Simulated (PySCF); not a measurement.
**Sn (tin, neutral) across methods**

[Kr] 4d10 5s1 5p2 5d1, one real determinant (an excited configuration). All numbers are calculated (PySCF 2.14, the spin-free X2C one-electron Hamiltonian (Gaussian nucleus), in x2c-TZVPPall with one added diffuse shell each of s, p, d, f type (9s7p5d3f, 76 functions)). The B2PLYP total includes its PT2 part (frozen core); its orbital energies are those of the SCF part.

```json
{"method": "LDA", "E (hartree)": "-6170.03", "mean ε 5s α (eV)": "-14.962", "mean ε 5p α (eV)": "-7.212", "mean ε 5d α (eV)": "-0.691", "Σ⟨r²⟩ (bohr²)": "88.10", "⟨S²⟩": "6.001"}
{"method": "PBE", "E (hartree)": "-6175.62", "mean ε 5s α (eV)": "-14.742", "mean ε 5p α (eV)": "-7.116", "mean ε 5d α (eV)": "-0.716", "Σ⟨r²⟩ (bohr²)": "88.95", "⟨S²⟩": "6.001"}
{"method": "PBE0", "E (hartree)": "-6175.72", "mean ε 5s α (eV)": "-16.266", "mean ε 5p α (eV)": "-8.189", "mean ε 5d α (eV)": "-1.006", "Σ⟨r²⟩ (bohr²)": "89.32", "⟨S²⟩": "6.002"}
{"method": "r2SCAN", "E (hartree)": "-6176.07", "mean ε 5s α (eV)": "-15.321", "mean ε 5p α (eV)": "-7.513", "mean ε 5d α (eV)": "-0.643", "Σ⟨r²⟩ (bohr²)": "89.29", "⟨S²⟩": "6.003"}
{"method": "BLYP", "E (hartree)": "-6176.24", "mean ε 5s α (eV)": "-14.528", "mean ε 5p α (eV)": "-6.838", "mean ε 5d α (eV)": "-0.556", "Σ⟨r²⟩ (bohr²)": "89.62", "⟨S²⟩": "6.001"}
{"method": "UHF", "E (hartree)": "-6173.39872", "mean ε 5s α (eV)": "-20.161", "mean ε 5p α (eV)": "-10.920", "mean ε 5d α (eV)": "-1.609", "Σ⟨r²⟩ (bohr²)": "91.68", "⟨S²⟩": "6.003"}
{"method": "BHandHLYP", "E (hartree)": "-6176.05", "mean ε 5s α (eV)": "-17.545", "mean ε 5p α (eV)": "-8.966", "mean ε 5d α (eV)": "-1.095", "Σ⟨r²⟩ (bohr²)": "90.26", "⟨S²⟩": "6.001"}
```

Question: Estimate the same row for B2PLYP.

Answer: E (hartree) = -6175.37; mean ε 5s α (eV) = -17.628; mean ε 5p α (eV) = -9.045; mean ε 5d α (eV) = -1.126; Σ⟨r²⟩ (bohr²) = 90.53; ⟨S²⟩ = 6.001.

⟨L²⟩ = 7.95 against 12 for a pure F term, so this real determinant mixes terms. The outer electron is Rydberg-like, and this basis confines it to a smaller radius and binds it less than a complete one would.
